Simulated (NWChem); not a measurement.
Species: Si2NH7O; SMILES N[Si@H](O)[SiH3]

```xyz
11

N     -1.4127     1.2448    -0.3014
Si     0.0239     0.5781     0.3634
O      1.3915     1.2528    -0.3338
Si     0.0139    -1.7363    -0.0494
H     -1.7315     2.1596    -0.0010
H     -1.6472     1.0815    -1.2742
H     -0.0105     0.8746     1.8299
H      2.2361     0.8483    -0.1129
H     -0.2613    -1.9973    -1.4990
H     -1.0278    -2.4408     0.7613
H      1.3439    -2.3491     0.2722
```
Atoms are numbered in this order, from 1.

Level: PBE0/def2-SVP (NWChem), optimised geometry, unscaled harmonic frequencies. 

### Question
List the harmonic frequencies with IR intensities, and the thermochemistry.

### Answer
```csv
frequency (cm⁻¹),IR intensity (km/mol)
102,12.8
112,15.6
163,32.2
183,3.0
284,45.6
294,95.9
401,87.3
440,77.1
504,30.7
517,17.7
704,34.3
784,198.7
815,265.2
843,176.1
881,46.6
906,20.0
929,15.1
937,46.5
954,160.6
1546,45.3
2205,116.8
2212,3.3
2215,175.2
2228,122.4
3609,34.1
3708,38.7
3923,74.2
```

```json
{
  "zero_point_energy": "46.3 kcal/mol",
  "thermal correction to the enthalpy at 298.15 K (with zero-point energy)": "51.9 kcal/mol",
  "heat capacity Cv": "27.4 cal/(mol K)",
  "entropy at 298.15 K and 1 atm (symmetry number 1)": "85.1 cal/(mol K)",
  "dipole_moment": "0.67 D"
}
```

Rigid rotor and harmonic oscillator.
